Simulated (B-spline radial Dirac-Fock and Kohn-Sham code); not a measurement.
X-ray scattering factor of Ce

System: the Ce atom in the configuration [Xe] 4f1 5d1 6s2.

Input of the calculation (task.json; shells as n, l, electrons):

```json
{"items": [{
  "Z": 58,
  "q": 0,
  "cfg": [[1, 0, 2], [2, 0, 2], [2, 1, 6], [3, 0, 2], [3, 1, 6], [3, 2, 10], [4, 0, 2], [4, 1, 6], [4, 2, 10], [4, 3, 1], [5, 0, 2], [5, 1, 6], [5, 2, 1], [6, 0, 2]],
  "A": 140,
  "rrms": 4.8771,
  "do": ["scatter"],
  "s": [0.0, 0.05, 0.1, 0.15, 0.2, 0.25, 0.3, 0.35, 0.4, 0.45, 0.5, 0.6, 0.7, 0.8, 0.9, 1.0, 1.1, 1.2, 1.4, 1.6, 1.8, 2.0, 2.5, 3.0, 3.5, 4.0, 5.0, 6.0],
  "pz": [0, 0.1, 0.2, 0.3, 0.4, 0.5, 0.6, 0.8, 1.0, 1.2, 1.4, 1.6, 1.8, 2.0, 2.5, 3.0, 4.0, 5.0, 7.0, 10.0, 15.0, 20.0, 30.0, 40.0, 60.0, 100.0],
  "hv_scatter": [1000, 2000, 5000, 8047.8, 10000, 17479.3, 20000, 30000, 50000, 100000, 200000, 500000, 1000000]
}]}
```

Run with: `python xray_run.py task.json out`

These are calculated numbers from a radial finite-basis atomic code; the model is Dirac-Fock densities. f₀ is the Fourier transform of the spherical electron density, S the Waller-Hartree incoherent function, and s = sin θ/λ. The electron scattering factor follows from the Mott-Bethe formula f_e = 0.023934 Å⁻¹·(Z − f₀)/s².

```
s (Å⁻¹)      f₀       S  f_e (Å)  tabulated f₀  tabulated S
      0  58.000   0.000        –        57.989        0.000
   0.05  56.383   2.115   15.483        56.398        2.162
    0.1  53.040   5.043   11.871        53.039        5.025
   0.15  49.571   7.656    8.967        49.578        7.634
    0.2  46.228  10.183    7.044        46.246       10.190
   0.25  43.042  12.547    5.728        43.039       12.592
    0.3  40.105  14.772    4.759        40.090       14.844
   0.35  37.475  16.821    4.010        37.468       16.894
    0.4  35.140  18.641    3.420        35.149       18.713
   0.45  33.050  20.236    2.949        33.067       20.304
    0.5  31.153  21.660    2.570        31.164       21.737
    0.6  27.789  24.221    2.009        27.763       24.334
    0.7  24.899  26.593    1.617        24.860       26.750
    0.8  22.467  28.828    1.329        22.458       29.025
    0.9  20.480  30.917    1.109        20.516       31.143
      1  18.881  32.843    0.936        18.947       33.083
    1.1  17.582  34.583    0.799        17.648       34.825
    1.2  16.490  36.128    0.690        16.530       36.372
    1.4  14.632  38.678    0.530        14.593       38.931
    1.6  12.939  40.685    0.421        12.868       40.964
    1.8  11.333  42.351    0.345        11.302       42.659
      2   9.865  43.794    0.288         9.910       44.104
    2.5   7.140  46.721    0.195         7.272       47.006
      3   5.682  48.930    0.139         5.703       49.175
    3.5   4.904  50.630    0.104         4.824       50.860
      4   4.350  51.964    0.080         4.276       52.197
      5   3.349  53.856    0.052         3.413       54.083
      6   2.505  55.031    0.037         2.478       55.217
```

Tabulated f₀: the analytical fit of Waasmaier and Kirfel, Acta Cryst. A51, 416 (1995); tabulated S: Hubbell et al., J. Phys. Chem. Ref. Data 4, 471 (1975). These are calculations too.

f₀ starts at the number of electrons, 58, and has fallen to half at s ≈ 0.56 Å⁻¹. The sum of ⟨r²⟩ over the electrons is 98.61 bohr². It fixes the forward electron scattering factor, f_e(0) = (a₀/3)Σ⟨r²⟩ = 17.394 Å.
